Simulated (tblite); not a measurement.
Start geometry of `N#C[C@@H]1[SiH2][C@@H]([SiH3])C/C1=C\F` from a force field or distance geometry (Å):
```
atom  x, y, z in Å
N1    -1.9503    1.5315   -2.4376
C2    -1.7665    1.2743   -1.3309
C3    -1.5199    0.9211    0.0748
Si4    0.2008    1.5072    0.5599
C5     1.0314    0.1716   -0.4704
Si6    2.6067   -0.4284    0.2338
C7    -0.0336   -0.8632   -0.6561
C8    -1.2024   -0.5412    0.1497
C9    -1.9488   -1.3790    0.8708
F10   -1.6387   -2.6840    0.9145
H11   -2.3073    1.2474    0.7522
H12    0.4476    1.2756    1.9994
H13    0.4563    2.8485    0.1149
H14    1.2281    0.6494   -1.4583
H15    3.1872   -1.4961   -0.6061
H16    2.3704   -0.8832    1.6261
H17    3.5501    0.7074    0.2926
H18    0.4089   -1.8456   -0.3434
H19   -0.3169   -0.9869   -1.7228
H20   -2.8085   -1.0158    1.4340
```

What comes out of this run: GFN2-xTB geometry optimisation, gas phase (tblite)?

```
atom  x, y, z in Å
N1    -2.9987    1.7026   -1.5296
C2    -2.2779    1.3433   -0.7161
C3    -1.3390    0.8957    0.2655
Si4    0.3621    1.7769   -0.0085
C5     1.2246    0.1812   -0.5921
Si6    2.3407   -0.6377    0.7276
C7     0.0599   -0.7508   -0.9807
C8    -1.0289   -0.5571    0.0271
C9    -1.6363   -1.5234    0.6932
F10   -1.3330   -2.8247    0.5039
H11   -1.7718    1.0621    1.2532
H12    0.8234    2.3288    1.2658
H13    0.2439    2.8167   -1.0310
H14    1.8432    0.3685   -1.4726
H15    2.9272   -1.8493    0.1523
H16    1.5458   -0.9805    1.9076
H17    3.3872    0.3186    1.0936
H18    0.3664   -1.7966   -1.0294
H19   -0.3302   -0.4688   -1.9652
H20   -2.4137   -1.3949    1.4323
```

The energy falls by 11.2 kcal/mol over 150 L-BFGS steps, the largest force on an atom goes from 2.65 to 0.009 eV/Å, and the atoms move by 0.766 Å rms after alignment. The bond that changes most is C5–Si6 (sp3 carbon bound to silicon to SiH3 silicon), which lengthens by 0.086 Å. Bonds longer at the end by more than 0.005 Å: 8 of 20; shorter: 11. Among the angles that change most is Si4–C3–C8, from 95.6° to 103.7°. Among the dihedrals that turn most is H13–Si4–C5–Si6, from 97° to 143°. Rotational constants go from 1056, 865.0, 591.4 to 1145, 855.4, 552.9 MHz. The orientation of the end geometry is arbitrary; only internal coordinates are fixed.

Its GFN2-xTB frequencies are all real (lowest 27 cm⁻¹). The numbers are those of one conformer.

These are computed values.
